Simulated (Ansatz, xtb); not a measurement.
# Relative energy of two structures of CH2CaO

We compare X, a singlet given by its coordinates, with Y, a singlet given by its coordinates. Both are isolated molecules in the gas phase, relaxed with B3LYP-D4/def2-TZVP.

X (Å):

```yaml
atoms:
  - { symbol: C, position_ang: [-0.1782, 0.2660, 0.4836] }
  - { symbol: Ca, position_ang: [1.6759, -0.6981, -0.7889] }
  - { symbol: O, position_ang: [0.3125, 0.8033, -0.6330] }
  - { symbol: H, position_ang: [0.0414, 0.7486, 1.4387] }
  - { symbol: H, position_ang: [-1.1504, -0.2304, 0.4440] }
```

Close contacts (Å): C1–Ca2 2.45, C1–O3 1.33, Ca2–O3 2.03, C1–H4 1.09, C1–H5 1.09.

Y (Å):

```xyz
5

C     1.2817   -1.2206   -0.9121
Ca   -0.0017    0.3889    0.2587
O     0.0894   -1.2367   -1.3043
H    -0.8190    1.8733    1.4046
H     1.9201   -1.9663   -1.4415
```

Close contacts (Å): C1–Ca2 2.37, C1–O3 1.26, Ca2–O3 2.26, C1–H5 1.12, Ca2–H4 2.05.

Quicker runs give these differences E(Y) − E(X): GFN2-xTB −37.2 kJ/mol; HF/STO-3G −35.2 kJ/mol (at GFN2-xTB geometries); r2SCAN-D4/def2-SVP +87.0 kJ/mol (at GFN2-xTB geometries).

Q: Estimate E(Y) − E(X) at the level CCSD(T)/def2-TZVPP.

A: Calculated at CCSD(T)/def2-TZVPP: E(Y) − E(X) = +8.5 kJ/mol, so structure X lies lower.

Level by level:

| level | geometry | E(Y) − E(X) (kJ/mol) | departure from the last row (kJ/mol) | job, with rough time for the two |
| --- | --- | --- | --- | --- |
| GFN2-xTB | GFN2-xTB | −37.2 | −45.7 | optimisation, 0.28 s |
| HF/STO-3G | GFN2-xTB | −35.2 | −43.7 | single point, 0.24 s |
| r2SCAN-D4/def2-SVP | GFN2-xTB | +87.0 | +78.6 | single point, 2.3 s |
| B3LYP-D4/def2-TZVP | B3LYP-D4/def2-TZVP | +18.1 | +9.7 | optimisation, 23 s |
| HF/def2-TZVPP | B3LYP-D4/def2-TZVP | −87.7 | −96.2 | part of the CCSD(T) run |
| MP2/def2-TZVPP | B3LYP-D4/def2-TZVP | +18.5 | +10.0 | part of the CCSD(T) run |
| CCSD(T)/def2-TZVPP | B3LYP-D4/def2-TZVP | +8.5 |  | single point, 25 s |

GFN2-xTB, HF/STO-3G, HF/def2-TZVPP put the two in the other order. The largest departure from CCSD(T)/def2-TZVPP is that of HF/def2-TZVPP, 96.2 kJ/mol. At CCSD(T)/def2-TZVPP a triplet with the links of X lies below this singlet.

With harmonic frequencies from B3LYP-D4/def2-TZVP (ideal gas, rigid rotor, one conformer each, 400 K, 1 atm): on the last row, ΔE + ΔZPE = −11.3 kJ/mol. A mode under 50 cm⁻¹ makes harmonic enthalpies and free energies unreliable, so none is given. The zero-point term alone reverses the order.

The T1 diagnostic of structure X is large, so the coupled-cluster value is less sure. The correlated steps freeze 7 core orbitals; the last core shell of Ca is correlated, in a basis made for valence electrons. Programs: Ansatz 0.2.0, xtb 6.7.1; the last row on 2 threads of Arm Neoverse V1 on a shared host.
